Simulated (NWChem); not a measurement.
Everything below was run with NWChem. System: BrClSi, charge 1, spin multiplicity 2, at the geometry of a parent with another charge or spin, in a state set for the comparison that need not be this species' ground state. Its SCF solution wasn't tested for a lower state. Level: ROCCSD(T)/aug-pcseg-1, 19 core orbitals frozen.

Job file:

```
start mol
memory heap 100 mb stack 700 mb global 1900 mb
charge 1
geometry units angstroms nocenter noautoz
  Si    -1.099835    -0.515365     0.000000
  Cl     0.217966    -2.164010     0.000000
  Br     0.334065     1.257237     0.000000
  symmetry group Cs
end
basis spherical
  * library aug-pcseg-1
end
scf
  rohf
  nopen 1
  maxiter 100
  thresh 1e-7
  semidirect memsize 60000000 filesize 0
  # guess.movecs holds the orbitals of an unrestricted PBE0 run
  vectors input guess.movecs swap 32 33 output mol.movecs
end
tce
  freeze core 19
  ccsd(t)
  2eorb
  2emet 13
  thresh 1e-6
  maxiter 100
  tilesize 24
end
task tce energy
```

NWChem printed:

```
             Northwest Computational Chemistry Package (NWChem) 7.3.0
             --------------------------------------------------------

                                NWChem Input Module
                                -------------------

 Scaling coordinates for geometry "geometry" by  1.889725989
 (inverse scale =  0.529177249)

 Turning off AUTOSYM since
 SYMMETRY directive was detected!

                             Geometry "geometry" -> ""
                             -------------------------

 Output coordinates in angstroms (scale by  1.889725989 to convert to a.u.)

  No.       Tag          Charge          X              Y              Z
 ---- ---------------- ---------- -------------- -------------- --------------
    1 Si                  14.0000    -1.09983500    -0.51536500     0.00000000
    2 Cl                  17.0000     0.21796600    -2.16401000     0.00000000
    3 Br                  35.0000     0.33406500     1.25723700     0.00000000

 Effective nuclear repulsion energy (a.u.)     265.3792174012

            Nuclear Dipole moment (a.u.)
            ----------------------------
        X                 Y               Z
 ---------------- ---------------- ----------------
     0.0000132281     0.0000283459     0.0000000000

      Symmetry information
      --------------------

 Group name             Cs
 Group number              2
 Group order               2
 No. of unique centers     3

      Symmetry unique atoms

     1    2    3


 Summary of "ao basis" -> "" (spherical)
 ------------------------------------------------------------------------------
       Tag                 Description            Shells   Functions and Types
 ---------------- ------------------------------  ------  ---------------------
 *                        aug-pcseg-1                 on all atoms

 Summary of "ao basis" -> "ao basis" (spherical)
 ------------------------------------------------------------------------------
       Tag                 Description            Shells   Functions and Types
 ---------------- ------------------------------  ------  ---------------------
 Si                       aug-pcseg-1               11       27   5s4p2d
 Cl                       aug-pcseg-1               11       27   5s4p2d
 Br                       aug-pcseg-1               14       36   6s5p3d

                                 NWChem SCF Module
                                 -----------------

  ao basis        = "ao basis"
  functions       =    90
  atoms           =     3
  closed shells   =    32
  open shells     =     1
  charge          =   1.00
  wavefunction    = ROHF
  use symmetry    = T
  symmetry adapt  = T

 Summary of "ao basis" -> "ao basis" (spherical)
 ------------------------------------------------------------------------------
       Tag                 Description            Shells   Functions and Types
 ---------------- ------------------------------  ------  ---------------------
 Si                       aug-pcseg-1               11       27   5s4p2d
 Cl                       aug-pcseg-1               11       27   5s4p2d
 Br                       aug-pcseg-1               14       36   6s5p3d

      Symmetry analysis of basis
      --------------------------

        a'         63
        a"         27

 Forming initial guess at       0.1s

 Swapping ROHF orbitals    32   33

      Symmetry analysis of molecular orbitals - initial
      -------------------------------------------------

  Numbering of irreducible representations:
[...]
     1   0 1 0     -0.686888      0.840882      0.000028
     1   0 0 1      0.000000     -0.000000      0.000000

     2   2 0 0    -23.149504    -10.452643     77.308379
     2   1 1 0      2.688737     -2.721889     52.197608
     2   1 0 1     -0.000000     -0.000000      0.000000
     2   0 2 0    -25.006709     -4.381655    495.131472
     2   0 1 1      0.000000     -0.000000      0.000000
     2   0 0 2    -28.933365     -1.372206      0.000000

                   NWChem Extensible Many-Electron Theory Module
                   ---------------------------------------------


            General Information
            -------------------
      Number of processors :     1
         Wavefunction type : Restricted open-shell Hartree-Fock
          No. of electrons :    65
           Alpha electrons :    33
            Beta electrons :    32
           No. of orbitals :   180
            Alpha orbitals :    90
             Beta orbitals :    90
        Alpha frozen cores :    19
         Beta frozen cores :    19
     Alpha frozen virtuals :     0
      Beta frozen virtuals :     0
         Spin multiplicity : doublet
    Number of AO functions :    90
       Number of AO shells :    36
        Use of symmetry is : on
      Symmetry adaption is : on
         Schwarz screening : 0.10D-09

          Correlation Information
          -----------------------
          Calculation type : Coupled-cluster singles & doubles w/ perturbation
   Perturbative correction : (T)
            Max iterations :      100
        Residual threshold : 0.10D-05
     T(0) DIIS level shift : 0.00D+00
     L(0) DIIS level shift : 0.00D+00
     T(1) DIIS level shift : 0.00D+00
     L(1) DIIS level shift : 0.00D+00
     T(R) DIIS level shift : 0.00D+00
     T(I) DIIS level shift : 0.00D+00
   CC-T/L Amplitude update :  5-th order DIIS
                I/O scheme : Global Array Library
        L-threshold :  0.10D-05
        EOM-threshold :  0.10D-05
 no EOMCCSD initial starts read in
 TCE RESTART OPTIONS
 SLICE:      F
 D4D5:       F
 quantumc:   F
 qrotation:  F
 pwtce:      F
 qducc:      F
 nacto:                         0
 nrotv:                         0
 nrot:                          0

            Memory Information
            ------------------
          Available GA space size is     249020600 doubles
          Available MA space size is     104848212 doubles

 Maximum block size supplied by input
 Maximum block size        24 doubles

 tile_dim =     19

 -------------------------------------------------
   1    alpha     a'     9 doubles       0       1
   2    alpha     a'     1 doubles       9       2
   3    alpha     a"     4 doubles      10       3
   4    beta      a'     9 doubles      14       4
   5    beta      a"     4 doubles      23       5
   6    alpha     a'    19 doubles      27       6
   7    alpha     a'    19 doubles      46       7
   8    alpha     a"    19 doubles      65       8
   9    beta      a'     1 doubles      84       9
  10    beta      a'    19 doubles      85      10
  11    beta      a'    19 doubles     104      11
  12    beta      a"    19 doubles     123      12

 Global array virtual files algorithm will be used

 Parallel file system coherency ......... OK

 4-electron integrals stored in orbital form

 v2    file size   =          3071568
 4-index algorithm nr.  13 is used
 imaxsize =       30
 imaxsize ichop =        0


CCSD iterations
 ---------------------------------------------------------
 Iter          Residuum       Correlation     Cpu    Wall
 ---------------------------------------------------------
    1   0.1203213724685  -0.3301097362039     0.7     0.7
    2   0.0333948956945  -0.3467286135181     0.7     0.7
    3   0.0200393548660  -0.3520064785701     0.7     0.7
    4   0.0120543483718  -0.3540000714829     0.8     0.8
    5   0.0172324435309  -0.3541663653358     0.7     0.7
    6   0.0038595762324  -0.3550649317720     0.7     0.7
    7   0.0041454366904  -0.3550366206165     0.7     0.7
    8   0.0025277737433  -0.3552039471410     0.8     0.8
    9   0.0031912512584  -0.3551482815658     0.8     0.8
   10   0.0025348326564  -0.3553145494134     0.8     0.8
   11   0.0006699702028  -0.3553615475391     0.8     0.8
   12   0.0005372169157  -0.3553863130255     0.8     0.8
   13   0.0004025441893  -0.3553737614584     0.7     0.7
   14   0.0003585306340  -0.3553843471956     0.7     0.7
   15   0.0002854023184  -0.3553756372024     0.8     0.8
   16   0.0001106094830  -0.3553796098069     0.8     0.8
   17   0.0000867579000  -0.3553777644774     0.8     0.8
   18   0.0000450775897  -0.3553820308649     0.7     0.7
   19   0.0000685491721  -0.3553829251361     0.7     0.7
   20   0.0000329829236  -0.3553841073296     0.8     0.8
   21   0.0000159011859  -0.3553868536476     0.8     0.8
   22   0.0000317600576  -0.3553864464780     0.7     0.7
   23   0.0000148821178  -0.3553864375652     0.8     0.8
   24   0.0000377032426  -0.3553862172150     0.8     0.8
   25   0.0000291356424  -0.3553865195312     0.8     0.8
   26   0.0000034925088  -0.3553863662320     0.8     0.8
   27   0.0000050217887  -0.3553863285086     0.8     0.8
   28   0.0000095805509  -0.3553864611101     0.8     0.8
   29   0.0000317911120  -0.3553864787921     0.8     0.8
   30   0.0001051331940  -0.3553865591184     0.7     0.7
   31   0.0000009131569  -0.3553866036983     0.8     0.8
 -----------------------------------------------------------------
 Iterations converged
 CCSD correlation energy / hartree =        -0.355386603698349
 CCSD total energy / hartree       =     -3320.541138584998862

 Singles contributions
    33a'  (beta ) ---    29a'  (beta )       -0.1199860005

 Doubles contributions
 CCSD(T)
 Using plain CCSD(T) code
             total no. of tasks          373
 total no. of tasks / no. procs          373
                         wl_min          144           2.3
                         wl_max      5000211          13.1
        thresh for no. of tasks          373

 CCSD[T]  correction energy / hartree =        -0.016110340585583
 CCSD[T] correlation energy / hartree =        -0.371496944283932
 CCSD[T] total energy / hartree       =     -3320.557248925584645
 CCSD(T)  correction energy / hartree =        -0.014423745289606
 CCSD(T) correlation energy / hartree =        -0.369810348987955
 CCSD(T) total energy / hartree       =     -3320.555562330288467

 Task  times  cpu:       80.5s     wall:       80.5s

 Total times  cpu:       80.5s     wall:       80.5s
```
